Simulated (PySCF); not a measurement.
PySCF job for 1-(chloromethyl)-1-methylcyclopropane (C5H9Cl), SMILES CC1(CCl)CC1, SMD-ωB97X/def2-SVP. Geometry: PBE0-D3(BJ)/def2-SVP. The values are those of a single conformer.

```python
import numpy as np
from pyscf import gto, scf, dft
from pyscf.solvent import smd

mol = gto.M(
    atom='''
    C     1.46251602    0.26993165   -1.03475175
    C     0.41179202   -0.52523031   -0.30100808
    C    -0.00093126    0.03619348    1.02955633
    Cl   -0.84908507    1.61276174    0.86399255
    C    -0.64364849   -1.23823891   -1.09518989
    C     0.42834004   -2.02876034   -0.40466738
    H     1.70623722   -0.19354581   -2.00179793
    H     1.10391286    1.29305303   -1.22497464
    H     2.39229946    0.33702704   -0.44663960
    H    -0.69409475   -0.63712571    1.55161581
    H     0.86923259    0.21668386    1.67737874
    H    -1.65760183   -1.26976106   -0.68681149
    H    -0.60336818   -1.14918275   -2.18395494
    H     0.15272144   -2.61608487    0.47606812
    H     1.21669734   -2.48138679   -1.01239307
    ''',
    basis='def2-SVP',
    charge=0,
    spin=0,
    max_memory=1600,
    verbose=3,
)
mf = dft.RKS(mol, xc='wb97x').density_fit(auxbasis='def2-universal-jkfit')
mf.grids.level = 3
mf.conv_tol = 1e-9
mf.max_cycle = 100
mf.kernel()
res = {}
for name in ['water', 'N,N-dimethylformamide', '2-propanol']:
    s = mf.SMD()
    s.with_solvent.solvent, s.with_solvent.sasa_ng = name, 194
    s.kernel(mf.make_rdm1())
    res[name] = (s.e_tot, s.with_solvent.get_cds(), s.dip_moment(), s.mo_energy, s.converged)
    print(f'SMD {name}: dG(solv) = {(s.e_tot - mf.e_tot) * 627.509474:.3f} kcal/mol, of which CDS {res[name][1] * 627.509474:.3f}')
```

Output:

```
converged SCF energy = -655.796656864992
converged SCF energy = -655.797996555455
Dipole moment(X, Y, Z, Debye):  1.20704, -2.20386,  0.06398
SMD water: dG(solv) = -0.841 kcal/mol, of which CDS 2.820
converged SCF energy = -655.804723808043
Dipole moment(X, Y, Z, Debye):  1.20030, -2.18992,  0.05709
SMD N,N-dimethylformamide: dG(solv) = -5.062 kcal/mol, of which CDS -1.490
converged SCF energy = -655.805542575409
Dipole moment(X, Y, Z, Debye):  1.18873, -2.16611,  0.04567
SMD 2-propanol: dG(solv) = -5.576 kcal/mol, of which CDS -2.156
```

The calculation finished and met its thresholds.
